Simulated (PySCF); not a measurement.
Gas-phase reaction: InCl3 + 2 NO → InCl + 2 ClO + 2 N

Method: PySCF energies (xtb for GFN2) plus ideal-gas RRHO corrections (1 bar). † marks an energy on the PBE0/def2-TZVP geometry and frequencies; other levels use their own. Open shells (unrestricted): NO (multiplicity 2, electronic degeneracy 4), ClO (multiplicity 2, electronic degeneracy 4), N (multiplicity 4); the rest are closed-shell singlets. GFN2 has no spin-polarisation term. Spin-orbit splitting is ignored; it lowers the true energy and changes the entropy of NO, ClO. B3LYP is the form with VWN-RPA correlation. In: scalar-relativistic def2 core potential, no spin-orbit coupling. The harmonic model lacks anharmonicity and excited electronic states, which grow with temperature; levels with a mode under 35 cm⁻¹ are left out. Soft modes under 120 cm⁻¹ make the harmonic entropy rough for InCl3.

ΔH° and ΔS° at 298 K: B3LYP/def2-TZVP† 1224 kJ, 246 J/K; BLYP/def2-TZVP† 1231 kJ, 246 J/K; GFN2-xTB 1691 kJ, 237 J/K; PBE/def2-SVP 1359 kJ, 244 J/K.

Problem. With the heat capacities included, give log10 K (1 bar) at 500, 800, 1200, 1600, 1800 K from B3LYP/def2-TZVP†, BLYP/def2-TZVP†, GFN2-xTB, PBE/def2-SVP.

Solution. 
| T (K) | B3LYP/def2-TZVP† | BLYP/def2-TZVP† | GFN2-xTB | PBE/def2-SVP |
|---|---|---|---|---|
| 500 | -115.0 | -115.8 | -164.3 | -129.2 |
| 800 | -67.0 | -67.5 | -98.0 | -75.9 |
| 1200 | -40.3 | -40.6 | -61.1 | -46.2 |
| 1600 | -26.9 | -27.2 | -42.7 | -31.4 |
| 1800 | -22.5 | -22.7 | -36.5 | -26.5 |
